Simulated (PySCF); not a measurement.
A TDDFT job was run through a driver script with this input:

```
{"job": {"kind": "uv", "xc": "B3LYP", "basis": "def2-SVPD", "nstates": 8, "ntriplets": 3}, "charge": 0, "multiplicity": 1}
C      0.087085    -0.719210    -0.227896
C     -1.233121    -0.105283     0.195986
Se    -1.403171     1.697802    -0.613508
Se     0.922059     1.990628    -0.641613
C      1.228163     0.201474     0.159373
H      0.213554    -1.688736     0.262767
H      0.090455    -0.878628    -1.309036
H     -1.289091     0.008466     1.280348
H     -2.088058    -0.683697    -0.153156
H      1.289851     0.327088     1.242276
H      2.187699    -0.147234    -0.221506
```

Method used: PySCF, TDDFT B3LYP/def2-SVPD, vertical, gas phase, core orbitals frozen in the response. Job line and output are in the format of a driver script around the code.

Question: Give the output.

Answer: 
```
coarse grid: 45040 points
cycle   1  E = -4920.4356282570  dE = -1.346e+00  |g| = 3.095e-01  |ddm| = 4.523e+00
cycle   2  E = -4920.4356668191  dE = -3.856e-05  |g| = 3.001e-01  |ddm| = 7.670e-01
cycle   3  E = -4920.4533198364  dE = -1.765e-02  |g| = 8.560e-02  |ddm| = 4.169e-01
cycle   4  E = -4920.4554571448  dE = -2.137e-03  |g| = 1.814e-02  |ddm| = 1.601e-01
cycle   5  E = -4920.4555519654  dE = -9.482e-05  |g| = 7.556e-03  |ddm| = 3.393e-02
cycle   6  E = -4920.4555664096  dE = -1.444e-05  |g| = 8.513e-04  |ddm| = 1.143e-02
cycle   7  E = -4920.4555665894  dE = -1.798e-07  |g| = 1.874e-04  |ddm| = 1.802e-03
final grid: 92008 points
cycle   8  E = -4920.4555348773  dE = -7.839e-08  |g| = 1.858e-04  |ddm| = 7.260e-03
cycle   9  E = -4920.4555348787  dE = -1.385e-09  |g| = 1.822e-04  |ddm| = 6.424e-04
cycle  10  E = -4920.4555348846  dE = -5.924e-09  |g| = 1.712e-05  |ddm| = 2.714e-04
cycle  11  E = -4920.4555348847  dE = -7.094e-11  |g| = 7.490e-06  |ddm| = 3.630e-05
converged SCF energy = -4920.4555348847

Static polarisability (au): isotropic 90.223, principal 72.300 97.026 101.343

Singlet excitations
state   eV       nm        f      main configurations
  1   2.5647    483.4   0.00282   H->L 1.00
  2   3.5398    350.3   0.00006   H->L+1 0.98
  3   4.6625    265.9   0.00001   H->L+2 0.79, H-1->L 0.20
  4   4.6868    264.5   0.00001   H-1->L 0.78, H->L+2 0.20
  5   4.8719    254.5   0.00227   H->L+3 0.95
  6   5.2728    235.1   0.02969   H->L+4 0.94
  7   5.2902    234.4   0.02846   H->L+5 0.99
  8   5.5731    222.5   0.00134   H->L+6 0.98

Triplet excitations (Tamm-Dancoff, eV): 2.0220 3.2493 4.1717
```

The structure is a single GFN2-xTB conformer in the gas phase; no vibrational or solvent corrections. Relativistic effects, spin–orbit coupling among them, are left out although an element past zinc is present.

The SCF starts on a coarse grid; the energy jumps when the final grid takes over, and dE counts afresh there. H and L stand for HOMO and LUMO.

The run took 43 s wall on one thread, Arm Neoverse N1, on a shared host.
